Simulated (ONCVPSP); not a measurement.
# Before and after: ONCV potential for iodine (I)

ONCVPSP 4.0.1 input, shortened (lines: element, Z, core and valence counts, functional; n l f; lmax; l rc ep ncon nbas qcut; lloc lpopt rc5 dvloc0; l nproj debl; icmod fcfact rcfact), PBE, scalar-relativistic:

```
  I 53.00    6    5        4      upf
    1    0    2.00
    2    0    2.00
    2    1    6.00
    3    0    2.00
    3    1    6.00
    3    2   10.00
    4    0    2.00
    4    1    6.00
    4    2   10.00
    5    0    1.50
    5    1    5.50
    2
    0    1.25    0.00    5    8    7.50
    1    1.50    0.00    4    9    7.80
    2    0.90    0.00    3    6   11.80
    4    2    0.70    1.00
    0    2    1.00
    1    2    1.10
    2    2    2.30
    3    5.75    1.60
```

All-electron outer shells of the reference configuration (PBE, scalar-relativistic, ld1.x):

```tsv
shell	level (eV)	outermost node (bohr)	outermost maximum (bohr)
3p	-860.06	0.13	0.28
3d	-606.67	–	0.23
4s	-181.29	0.37	0.68
4p	-128.26	0.37	0.72
4d	-50.94	0.35	0.78
5s	-17.77	0.88	1.70
5p	-7.36	0.96	2.02
```

Change: local potential polynomial inside 0.65 bohr (lpopt 5, dvloc0 4 Ha).

Cutoffs: the cutoffs (Ha) at which the residual kinetic energy of the hardest occupied pseudo-wave falls to 1 and 0.1 mHa per electron; they do not see the model core or the augmentation charge, which bear on the density cutoff. Errors are all-electron minus pseudo energies relative to the spin-unpolarised reference configuration.

Question: Predict the effect on cutoff, ghosts and configuration errors.

Answer: The potential gets neither clearly harder nor softer (92 Ha and 118 Ha → 92 Ha and 118 Ha); the lowest positive-energy flag moves from none to s at 36.5 eV; the errors of the 4 common tests hardly move; the range in which the s phases agree narrows (upper end at the end of the scan → 1.0); neither file shows a bound ghost.

| quantity | base | changed |
| --- | --- | --- |
| cutoff, loose | 92 Ha | 92 Ha |
| cutoff, tight | 118 Ha | 118 Ha |
| bound ghosts | none | none |
| GHOST(+) flags under 300 eV | none | s at 36.5 eV |
| error for 4s2 4p6 4d10 5s2 5p5, meV [ΔE -5.18 eV] | -0.1 | -0.1 |
| error for 4s2 4p6 4d10 5s2 5p4, meV [ΔE 5.95 eV] | -2.8 | -2.8 |
| error for 4s2 4p6 4d10 5s2 5p3, meV [ΔE 25.79 eV] | -7.9 | -7.8 |
| error for 4s2 4p6 4d10 5s2 5p2, meV [ΔE 55.12 eV] | -16 | -16 |
| s: phases at 1.27 bohr within 0.05 rad from the reference energy up to (Ha; the scan ends near 5) | to the end of the scan | 1.0 |
| p: phases at 1.53 bohr within 0.05 rad from the reference energy up to (Ha; the scan ends near 5) | to the end of the scan | to the end of the scan |
| d: phases at 0.91 bohr within 0.05 rad from the reference energy up to (Ha; the scan ends near 5) | to the end of the scan | to the end of the scan |
| rms error of d²Exc/dni dnj with the model core, mHa | 3.46 | 3.46 |
